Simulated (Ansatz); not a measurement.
`N#[C][Ge]([Cl])([Cl])[Cl]` + H₂S → `[SH][Ge]([Cl])([Cl])[Cl]` + `C#N` at 400 K and 1 bar (ligand exchange at a Ge–C bond).

Computed with Ansatz on PBE0-D4/def2-TZVP structures; ΔE is electronic, products minus reactants. CCSD(T)/CBS adds triple-zeta CCSD(T) − MP2 to the extrapolated MP2 energy (def2 sets, frozen cores). This one scheme is used for every species. For Ge outer-core shells are correlated without core-valence functions, which leaves a few kJ/mol of doubt a bond. Scalar relativity is left out up to krypton. Each species was taken in one conformer, which may not be the lowest.

```tsv
species	CCSD(T)/CBS energy (Eh)	H − E (kJ/mol)	S (J/(mol·K))
`N#[C][Ge]([Cl])([Cl])[Cl]`	-3548.30650	68.0	408.7
H₂S	-398.97279	53.4	215.9
`[SH][Ge]([Cl])([Cl])[Cl]`	-3853.97733	71.0	417.4
`C#N`	-93.32098	56.1	211.9
```

H − E and S are ideal-gas, rigid-rotor, harmonic terms from PBE0-D4/def2-TZVP, for one conformer and one mirror image of each species. 1 Eh = 2625.50 kJ/mol, R = 8.31446 J/(mol·K).

Task: By hand: ΔE, ΔH, ΔS and ΔG.

Result: ΔE = (-3853.97733) + (-93.32098) − (-3548.30650) − (-398.97279) = -0.01902 Eh = -49.9 kJ/mol. Δ(H − E) = 71.0 + 56.1 − 68.0 − 53.4 = 5.7, so ΔH = -44.2 kJ/mol. ΔS = 417.4 + 211.9 − 408.7 − 215.9 = 4.7 J/(mol·K). ΔG = -44.2 − 400 × (4.7)/1000 = -46.1 kJ/mol.

Task: By hand: the equilibrium constant, and the temperature at which ΔG would vanish if ΔH and ΔS stayed fixed.

Result: log₁₀ K = −ΔG/(RT ln 10) = 6.0. ΔH and −TΔS have one sign here, so there is no such temperature. One of them is within its doubt of zero, so this could turn.

The number of gas molecules stays the same, so ΔS is small and ΔH decides. A doubt of 5 kJ/mol in ΔE shifts log₁₀ K by 0.7 here. Other conformers and mirror images would add mixing entropy, several J/(mol·K) or more a flexible species. These are equilibria of isolated gas molecules and say nothing of rates. Largest T1 diagnostic: 0.014 (customary marks: 0.02 for closed shells, 0.045 for open ones).
